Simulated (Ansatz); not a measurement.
Consider the ligand exchange at the Si–O bond: `[BH2][GeH2][O][SiH2]F` + `[SiH3]N[SiH3]` → `F[SiH2]N([SiH3])[SiH3]` + `[BH2][GeH2][OH]`.

Computed with Ansatz on PBE0-D4/def2-TZVP structures; ΔE is electronic, products minus reactants. CBS: MP2 limit from def2 TZ/QZ plus the TZ coupled-cluster correction, frozen cores. This one scheme is used for every species. Functionals use def2-TZVPP. For Ge outer-core shells are correlated without core-valence functions, which leaves a few kJ/mol of doubt a bond. Scalar relativity is left out up to krypton. Each species was taken in one conformer, which may not be the lowest.

CCSD(T)/CBS gives +47.1 kJ/mol.

(1) Another level gave +39.0 kJ/mol. Which?
A. PBE-D4/def2-TZVPP
B. ωB97X-V/def2-TZVPP
C. PBE/def2-TZVPP
D. HF/def2-TZVPP

Largest T1 diagnostic among the species: 0.012.

## Answers

(1) A. PBE-D4 39.0, ωB97X-V 48.4, PBE 44.2, HF/def2-TZVPP 70.3 kJ/mol.

The D4 term adds −8.4 kJ/mol with B3LYP and −4.5 kJ/mol with PBE0; it sums over pairs of atoms, weighted by their polarisabilities, and B3LYP, whose exchange is more repulsive, gets the larger term. From PBE to PBE0 (25 % exact exchange), in def2-TZVPP and without D4, ΔE moves by +3.3 kJ/mol. In def2-TZVPP, CCSD(T) changes the Hartree–Fock value by −22.6 kJ/mol (the triples alone add −3.6 kJ/mol) and MP2 by −23.9 kJ/mol.

B3LYP here is the variant with VWN-RPA as its local correlation; programs differ in this.
